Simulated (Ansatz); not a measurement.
Consider the redistribution: `Cl[SiH2][SiH2][GeH3]` + `[SH][SnH2][Cl]` → `S[SiH2][SiH2][GeH3]` + `[Cl][SnH2][Cl]`.

Calculated with Ansatz (gas phase, PBE0-D4/def2-TZVP geometries, no zero-point term in ΔE). CBS: MP2 limit from def2 TZ/QZ plus the TZ coupled-cluster correction, frozen cores. Functionals use def2-TZVPP. B3LYP here is the variant with VWN-RPA as its local correlation; programs differ in this. Elements past krypton have def2 core potentials. For Ge, Sn outer-core shells are correlated without core-valence functions, which leaves a few kJ/mol of doubt a bond. Scalar relativity is left out up to krypton. One conformer a species, not always the lowest.

```
             level  ΔE (kJ/mol)
          B3LYP-D4          8.2
SCS-MP2/def2-TZVPP         10.4
```

What does CCSD(T)/CBS give? (An estimate is asked.)

Ansatz gave: +8.5 kJ/mol. The listed levels differ from it by -0.3, 1.9 kJ/mol.

Largest T1 diagnostic among the species: 0.012.
